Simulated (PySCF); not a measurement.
One of the candidates below gave these computed data.

All candidates are C5H9N3.

- 13C NMR: chemical shifts (computed TMS as zero) by class: 144.7 (1 C), 136.5 (1 C), 34.4 (1 C), 21.0 (1 C), 18.1 (1 C) ppm [GIAO PBE0/pcSseg-1]
- 1H NMR: chemical shifts (computed TMS as zero) by class: 7.54 (1 H), 4.09 (3 H), 2.81 (2 H), 1.21 (3 H) ppm [GIAO PBE0/pcSseg-1]
- Polarisability: 77.6 au [CAM-B3LYP/def2-SVPD]
- Triplet: lowest triplet excitation (Tamm–Dancoff): 4.66 eV [TDA CAM-B3LYP/def2-SVPD]
- NMR, other nuclei: isotropic shieldings of nuclei other than C and H, by class: -135 (1 N), -119 (1 N), 12 (1 N) ppm [GIAO PBE0/pcSseg-1]
- Rotational structure: rotational constants A, B, C: 3.342, 1.895, 1.340 GHz [GFN2-xTB]
- Dipole: 5.23 D [CAM-B3LYP/def2-SVPD]

Gas-phase values; electronic properties from PySCF, density fitting. Levels stand in brackets. Isolated species at its GFN2-xTB geometry (one conformer only). Each NMR value is the plain mean over a class of atoms that symmetry, rotation or inversion makes alike.

Problem. Which candidate is it?
A. `CCc1cnnn1C`
B. `Cc1nc(C)n(C)n1`
C. `CCn1nncc1C`

Solution. A. It is `CCc1cnnn1C`. Numbering: `[CH3:1][CH2:2][c:3]1[cH:4][n:5][n:6][n:7]1[CH3:8]`. Its formula, C5H9N3, gives 3 degrees of unsaturation: 1 ring and 2 π bonds in the structure found (Kekulé form). 5 carbons fall into 5 classes; from least to most shielded: substituted aromatic carbon [C3] (144.7 ppm), aromatic CH next to a ring nitrogen [C4] (136.5 ppm), N-methyl carbon [C8] (34.4 ppm), benzylic-type carbon [C2] (21.0 ppm), methyl carbon [C1] (18.1 ppm). Hydrogen classes from least to most shielded: 1 H on an aromatic CH next to a ring nitrogen, C4 (7.54 ppm), 3 H on an N-methyl carbon, C8 (4.09 ppm, a mean of values up to 1.1 ppm apart in this geometry), 2 H on a benzylic-type carbon, C2 (2.81 ppm), 3 H on a methyl carbon, C1 (1.21 ppm). The other shieldings belong to: -135 ppm, pyridine-type nitrogen [N6]; -119 ppm, pyridine-type nitrogen [N5]; 12 ppm, pyrrole-type nitrogen [N7]. The optimised geometry has point group C1 and is an asymmetric top.

The others, at the same levels:
- `CCn1nncc1C` fails: its computed 13C shifts are 137.5 (1 C), 137.0 (1 C), 44.2 (1 C), 18.6 (1 C), 10.6 (1 C) ppm, 1H shifts are 7.51 (1 H), 4.38 (2 H), 2.43 (3 H), 1.39 (3 H) ppm and rotational constant A is 3.177 GHz (against 3.342 GHz).
- `Cc1nc(C)n(C)n1` fails: its computed 13C shifts are 162.2 (1 C), 156.1 (1 C), 35.6 (1 C), 16.1 (1 C), 14.1 (1 C) ppm, 1H shifts are 3.81 (3 H), 2.43 (3 H), 2.39 (3 H) ppm and rotational constant A is 3.873 GHz (against 3.342 GHz).

Each candidate is one conformer, not necessarily the lowest. Dipoles, sizes and rotational constants follow the conformer. The torsions of the flexible species, by atom-mapped SMILES:
- `[CH3:1][CH2:2][c:3]1[cH:4][n:5][n:6][n:7]1[CH3:8]`: C1–C2–C3–C4 -90°
- `[CH3:1][CH2:2][n:3]1[n:4][n:5][cH:6][c:7]1[CH3:8]`: C1–C2–N3–N4 -93°
